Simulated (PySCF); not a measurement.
**Diatomic cations of Si with group 12**

PBE with double-zeta basis sets in PySCF, for the lowest determinant that a PBE0 search found; no spin–orbit coupling. De refers to high-spin ground-configuration atoms (the charge goes to the atom of lower measured ionisation energy or higher electron affinity, which is not always the lowest computed limit). A positive dipole points towards Si; it is taken about the centre of mass and depends on that origin.

| M | basis | charged atom | state (unpaired electrons) | Re (Å) | ωe (cm⁻¹) | De (eV) | μ (D) |
| --- | --- | --- | --- | --- | --- | --- | --- |
| Zn | def2-SVP | Si+ | doublet (π ↑) | 2.514 | 238 | 2.10 | 0.79 |
| Hg | def2-SVP | Si+ | doublet (π ↑) | 2.625 | 206 | 1.46 | 4.72 |

The row for M = Cd is missing. Estimate Re, ωe and De as the mean of the rows for Zn and Hg, and compare with the calculation.

The means are 2.569 Å, 222 cm⁻¹ and 1.78 eV. PBE in def2-SVP gives CdSi⁺ as a doublet (π ↑) with Re = 2.689 Å, ωe = 209 cm⁻¹, De = 1.89 eV, so the estimate is off by -11.9 pm, +6 % and -0.11 eV.

Spin–orbit coupling is left out, which matters for elements this heavy, above all for dissociation energies. For an ion De counts to the pair picked by the measured ionisation energies or electron affinities, which need not be the lowest pair at this level. States were picked by a PBE0 search and need not be the measured ground states.
